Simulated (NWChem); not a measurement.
CH4F2Sn; SMILES [CH3][SnH]([F])[F]

Computed with NWChem. The geometry was optimised at PBE0/def2-SVP. No frequency run checked for a minimum. def2 effective core potentials on Sn; no spin-orbit coupling. Ions are spin-unrestricted doublets at the neutral geometry; other ion states weren't tried.

For level PBE0/def2-SVP:

- vertical ionisation energy, ΔSCF (eV): 11.32
- −ε(HOMO) (eV): 9.11

Q: How do the values read with level PBE/def2-SVP instead?

A: 
* **vertical ionisation energy, ΔSCF (eV)**: 10.72
* **−ε(HOMO) (eV)**: 7.54
